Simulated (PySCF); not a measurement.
# Correlation energy of N²⁺ (nitrogen, charge +2)

[He] 2s2 2p1, 2P determinant. All numbers are calculated (PySCF 2.14, scalar relativity by spin-free X2C-1e, in jorge-DZP-DKH). Frozen: 1s2; 3 electrons correlated.

MP2 pair energies summed by pair of shells (mhartree):

```
 pair  energy  share (%)
2s-2s  -30.38       64.8
2s-2p  -16.50       35.2
```

Total MP2 correlation energy: -46.87 mhartree.

Same-spin part -2.33 and opposite-spin part -44.54 mhartree; SCS-MP2 scales them by 1/3 and 6/5 to -54.23 mhartree.

```csv
level,correlation energy (mhartree)
CCSD,-75.46
(T),-0.53
CCSD(T),-75.99
```

Diagnostics: T1 = 0.0065, D1 = 0.0120, largest double amplitude 0.139.

Cost of the coupled-cluster step: 0.07 s of wall time on 1 thread of Neoverse-V2 (shared host), for 3 correlated electrons.
